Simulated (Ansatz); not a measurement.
Cost and result for the atomization energy of `[CH3][GeH]([Cl])[C]#N` (9 atoms, 8 bonds).

```xyz
9

C     1.127    0.661    0.266
Ge   -0.261   -0.384   -0.575
Cl   -1.290    0.813   -2.026
C    -1.583   -0.854    0.748
N    -2.340   -1.136    1.568
H     1.615    0.069    1.042
H     0.687    1.551    0.715
H     1.863    0.958   -0.481
H     0.181   -1.678   -1.258
```

The species carries charge 0 and has multiplicity 1. Correlated methods include outer-core shells of Ge, which these sets cover unevenly. Scalar relativity is left out up to krypton. Geometry: relaxed with PBE0-D4/def2-TZVP. Program: Ansatz. All runs use 4 threads of an Arm Neoverse V2 on a shared host. Times are those of one run each, without the atoms' runs, and a repeat can differ threefold. Electronic energies, without spin–orbit coupling; frozen cores. CCSD(T)/CBS adds CCSD(T) − MP2 in def2-TZVPP to the MP2 limit, and its time is that of the two runs behind it. T1 = 0.011. With those shells the extrapolation isn't a true limit. B3LYP takes the VWN-RPA correlation (the form of Gaussian; ORCA's B3LYP/G).

CCSD(T)/CBS is a level of theory with its own doubt, some kJ/mol a heavy atom from the limit and from the frozen cores, so smaller differences don't rank the functionals.

```json
{"level": "revPBE-D4/def2-TZVPP", "functions": "239", "wall time": "1.8 s", "atomization (kJ/mol)": "3396.5", "difference from CCSD(T)/CBS": "-12.4", "per bond": "-1.5"}
{"level": "BLYP-D4/def2-TZVPP", "functions": "239", "wall time": "1.8 s", "atomization (kJ/mol)": "3401.7", "difference from CCSD(T)/CBS": "-7.2", "per bond": "-0.9"}
{"level": "PBE-D4/def2-TZVPP (with forces)", "functions": "239", "wall time": "2.1 s", "atomization (kJ/mol)": "3489.1", "difference from CCSD(T)/CBS": "80.2", "per bond": "10.0"}
{"level": "PBE0-D4/def2-TZVPP", "functions": "239", "wall time": "2.9 s", "atomization (kJ/mol)": "3410.8", "difference from CCSD(T)/CBS": "1.9", "per bond": "0.2"}
{"level": "B3LYP-D4/def2-TZVPP (with forces)", "functions": "239", "wall time": "4.4 s", "atomization (kJ/mol)": "3391.9", "difference from CCSD(T)/CBS": "-17.0", "per bond": "-2.1"}
{"level": "r2SCANh-D4/def2-TZVPP", "functions": "239", "wall time": "5 s", "atomization (kJ/mol)": "3376.6", "difference from CCSD(T)/CBS": "-32.3", "per bond": "-4.0"}
{"level": "CCSD(T)/def2-SVP", "functions": "112", "wall time": "6.5 s", "atomization (kJ/mol)": "3207.7", "difference from CCSD(T)/CBS": "-201.2", "per bond": "-25.2"}
{"level": "ωB97X-V/def2-TZVPP", "functions": "239", "wall time": "7 s", "atomization (kJ/mol)": "3421.2", "difference from CCSD(T)/CBS": "12.3", "per bond": "1.5"}
{"level": "B97M-V/def2-TZVPP", "functions": "239", "wall time": "8 s", "atomization (kJ/mol)": "3424.1", "difference from CCSD(T)/CBS": "15.2", "per bond": "1.9"}
{"level": "ωB97M-V/def2-TZVPP (with forces)", "functions": "239", "wall time": "11 s", "atomization (kJ/mol)": "3410.5", "difference from CCSD(T)/CBS": "1.6", "per bond": "0.2"}
{"level": "MP2/def2-QZVPP", "functions": "450", "wall time": "20 s", "atomization (kJ/mol)": "3456.8", "difference from CCSD(T)/CBS": "47.9", "per bond": "6.0"}
{"level": "CCSD(T)/def2-TZVPP", "functions": "239", "wall time": "2.7 min", "atomization (kJ/mol)": "3328.9", "difference from CCSD(T)/CBS": "-80.0", "per bond": "-10.0"}
{"level": "CCSD(T)/CBS(def2)", "functions": "–", "wall time": "3 min", "atomization (kJ/mol)": "3408.9", "difference from CCSD(T)/CBS": "0.0", "per bond": "0.0"}
```

The D4 term adds +33.2 kJ/mol with B3LYP and +17.6 kJ/mol with PBE0; it sums over pairs of atoms, weighted by their polarisabilities, and B3LYP, whose exchange is more repulsive, gets the larger term. From r2SCAN to r2SCAN0 (25 % exact exchange), in def2-TZVPP and without D4, the atomization energy moves by −69.5 kJ/mol: exact exchange takes away binding that semilocal exchange gives to molecules. In def2-TZVPP, CCSD(T) changes the Hartree–Fock value by +924.7 kJ/mol (the triples alone add +68.1 kJ/mol) and MP2 by +1006.3 kJ/mol; breaking electron pairs costs correlation energy, which Hartree–Fock lacks.

For some Ge, Se and Sn compounds the MP2-based and the directly extrapolated limit differ by 10 to 25 kJ/mol.
